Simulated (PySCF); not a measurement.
Input for PySCF:
```python
from pyscf import gto, scf, dft

mol = gto.Mole()
mol.atom = '''
    Ge    0.016829    0.006877    1.033116
    Br    1.000092   -1.519612   -0.478604
    Br   -1.015479    1.513325   -0.465959
'''
mol.basis = 'sto-3g'
mol.charge = 0
mol.spin = 0
mol.verbose = 3
mol.build()

mf = dft.RKS(mol)
mf.xc = 'b3lyp'
mf = mf.density_fit(auxbasis='def2-universal-jkfit')
mf.kernel()
```

Question: What does this run give for the number of basis functions, total energy, nuclear repulsion energy?

Answer: 
```
Property                            Result
-------------------------  ---------------
number of basis functions               54
total energy               -7145.063916 Ha
nuclear repulsion energy       679.7088 Eh
```
